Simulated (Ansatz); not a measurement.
Program: Ansatz. Geometries: PBE0-D4/def2-TZVP. ΔE: electronic, gas phase. CCSD(T)/CBS is the MP2 limit (def2-TZVPP, def2-QZVPP) plus CCSD(T) − MP2 in def2-TZVPP, frozen cores. This one scheme is used for every species. Functionals use def2-TZVPP. HSE06 is defined as in plane-wave codes. For Ti outer-core shells are correlated without core-valence functions, which leaves a few kJ/mol of doubt a bond. Scalar relativity is left out up to krypton. Each species was taken in one conformer, which may not be the lowest.

Consider the ligand exchange at a Ti–O bond: `[OH][Ti]12345678([OH])([C@H]9[C@@H]1[C@@H]2[C@@H]3[C@H]94)[C@H]1[C@@H]5[C@@H]6[C@@H]7[C@H]18` + HCl → `[OH][Ti]12345678([Cl])([C@H]9[C@@H]1[C@@H]2[C@@H]3[C@H]94)[C@H]1[C@@H]5[C@@H]6[C@@H]7[C@H]18` + H₂O.

Q: Is it downhill or uphill in electronic energy at CCSD(T)/CBS, and by how much? (Best estimate.)

A: The calculation gave: Downhill: ΔE = -0.70 eV.

Q: What do these levels give: r2SCAN-D4, PBE, HSE06, HF/def2-TZVPP, MP2/def2-TZVPP, SCS-MP2/def2-QZVPP? (Best estimate.)

A: The calculation gave: r2SCAN-D4 -0.56, PBE -0.53, HSE06 -0.62, HF/def2-TZVPP -0.61, MP2/def2-TZVPP -0.83, SCS-MP2/def2-QZVPP -0.79 eV.

Largest T1 diagnostic among the species: 0.019.

From r2SCAN to r2SCAN0 (25 % exact exchange), in def2-TZVPP and without D4, ΔE moves by −0.07 eV. The D4 term adds −0.06 eV with B3LYP and −0.04 eV with PBE0; it sums over pairs of atoms, weighted by their polarisabilities, and B3LYP, whose exchange is more repulsive, gets the larger term.

B3LYP here is the variant with VWN-RPA as its local correlation; programs differ in this.
